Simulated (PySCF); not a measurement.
**Electric field gradients and quadrupole coupling constants**

C₃H₁₁F₂NSi₂.
Z-matrix (Å and degrees, GFN2-xTB geometry), rows numbered from 1:
```
C 
N   1  1.4378
Si  2  1.7206  1  120.99
C   2  1.4445  1  113.17  3  -156.23
Si  4  1.9117  2  116.13  1    65.01
C   5  1.9367  4  105.07  2   173.28
F   6  1.3642  5  110.62  4    58.33
F   6  1.3635  5  110.66  4   -58.69
H   1  1.0977  2  112.13  3    87.71
H   1  1.0933  2  109.86  3  -152.11
H   1  1.0873  2  109.51  3   -32.79
H   3  1.4619  2  104.85  1    43.72
H   3  1.4605  2  105.32  1   163.29
H   3  1.4740  2  114.94  1   -76.16
H   4  1.0932  2  107.87  1  -172.46
H   4  1.1003  2  108.34  1   -57.51
H   5  1.4631  4  113.54  2    57.71
H   5  1.4657  4  114.65  2   -72.37
H   6  1.0977  5  115.63  4   179.77
```

Field gradients from the PBE0/pcSseg-1 density (PySCF, non-relativistic), principal values in atomic units, ordered |Vxx| ≤ |Vyy| ≤ |Vzz|:

```json
{"atom": "N2", "Vxx": "0.3639", "Vyy": "0.7827", "Vzz": "-1.1466"}
```

Question: Find the asymmetry η = (Vxx − Vyy)/Vzz and the couplings χ = eQV/h (234.96 MHz × Q in barn × V in au), with Q(14N) = 0.02044 b.

Answer: 
```
atom             environment  nucleus     η  χzz (MHz)  χxx (MHz)  χyy (MHz)
  N2  silicon-bound nitrogen      14N  0.37      -5.51       1.75       3.76
```

Question: What is Vzz at N2 in SI units (1 au = 9.71736 × 10²¹ V/m²)?

Answer: -1.1466 au = -11.142 × 10²¹ V/m².

Question: And the gradient at the other heavy atoms, for which no coupling is worked out here?

Answer: 
```csv
atom,environment,Vzz (au),η
C1,N-methyl carbon,0.222,0.18
Si3,SiH3 silicon,0.307,0.11
C4,sp3 carbon bound to nitrogen,0.222,0.07
Si5,SiH2 silicon,0.264,0.27
C6,CHF2 carbon,-0.620,0.68
F7,fluorine of a CF2 group,2.916,0.14
F8,fluorine of a CF2 group,2.911,0.14
```

Question: What couplings would deuterons (Q(2H) = 0.00286 b) have in place of the hydrogens, at this geometry?

Answer: 
```
atom  bonded to  bond length (Å)  Vzz (au)     η  χzz (kHz)
  H9         C1            1.098    0.2916  0.07        196
 H10         C1            1.093    0.2991  0.06        201
 H11         C1            1.087    0.3098  0.07        208
 H12        Si3            1.462    0.1624  0.05        109
 H13        Si3            1.461    0.1631  0.05        110
 H14        Si3            1.474    0.1529  0.02        103
 H15         C4            1.093    0.2994  0.08        201
 H16         C4            1.100    0.2890  0.06        194
 H17        Si5            1.463    0.1615  0.01        109
 H18        Si5            1.466    0.1596  0.02        107
 H19         C6            1.098    0.2777  0.05        187
```

The structure is a single GFN2-xTB conformer in the gas phase; no vibrational or solvent corrections. GFN2-xTB bond lengths can be off by several hundredths of an ångström, more for odd bonds, and the gradients follow them. With a basis this small, the couplings can be 20 % off.

The run behind these numbers computed NMR shieldings as well. Hardware: Arm Neoverse N1, one thread, on a shared host. Cost: 76 s of wall time (grids of density and orbitals included), 0.89 GiB resident at most.
